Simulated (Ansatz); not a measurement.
A run for Ansatz (an electronic-structure program): R-PBE/def2-TZVPP on H3OSb (SMILES [OH][SbH2]), atoms moved off the minimum. Elements past Kr take the def2 small-core potentials; no spin–orbit coupling.

Ansatz 0.2 input:
```yaml
crystal:
  periodic: [false, false, false]
  atoms:
    - {symbol: Sb, position_ang: [-0.06600342, -0.22277572, 0.21117768]}
    - {symbol: H, position_ang: [-1.43561491, -0.00756175, -0.82022467]}
    - {symbol: H, position_ang: [0.55833851, -1.66337596, -0.78686818]}
    - {symbol: O, position_ang: [0.90799635, 1.19412742, -0.76528498]}
    - {symbol: H, position_ang: [1.41923759, 1.80595480, -0.28181134]}
basis:
  gaussian:
    orbitals: def2-TZVPP
hamiltonian:
  xc: {name: PBE}
scf: {lower_state_search: off}
output: {forces: true}
```

Output:

```
WARN ansatz: RAYON_NUM_THREADS=1 ignored (pool sized by the plan → 1); use --threads N
Functional definition: PBE
these checks for a lower state are left out or cut short: stability, starts, cluster_reference, orbital_swaps, neighbouring_geometries, increment
integrals: 0.03 GiB planned
711 factors; their error is unknown
mean field: 0.29 GiB planned
mean field evaluation 1: about -8624.1653 eV, gradient 6.7e1 eV
mean field evaluation 2: about -8500.3856 eV, gradient 2.0e2 eV
mean field evaluation 4: about -8631.0469 eV, gradient 1.8e1 eV
mean field evaluation 8: about -8631.8298 eV, gradient 1.5e-1 eV
mean field evaluation 16: about -8631.8176 eV, gradient 1.8e-4 eV
mean field -8631.81761438 eV, -317.2134464722 hartree, gradient 9.7e-6 eV, S^2 0.000000; 0 other end points of the search recorded, 0 dependent functions left out
the calculation of the forces begins
reference -8631.81765167 eV, -317.2134478428 hartree; 17, 17 occupied and 106, 106 virtual orbitals, 711 factors
Total energy: -8631.81765167 eV, -317.2134478428 hartree
Atom 0 at    -0.066003    -0.222776     0.211178 Å, force     0.310547    -0.859600    -0.205885 eV/Å
Atom 1 at    -1.435615    -0.007562    -0.820225 Å, force    -0.027614    -0.158693    -0.038582 eV/Å
Atom 2 at     0.558339    -1.663376    -0.786868 Å, force    -0.413904     0.993870     0.532373 eV/Å
Atom 3 at     0.907996     1.194127    -0.765285 Å, force    -0.888258    -1.027605    -1.660360 eV/Å
Atom 4 at     1.419238     1.805955    -0.281811 Å, force     1.019229     1.052029     1.372454 eV/Å
Dipole moment:     0.001197     0.027978     0.380731 e Å
Checks for a lower state left out: stability, starts, cluster_reference, orbital_swaps, neighbouring_geometries, increment
```

The calculation finished and met its thresholds.

Cost: around 1.1 core-seconds (rough).
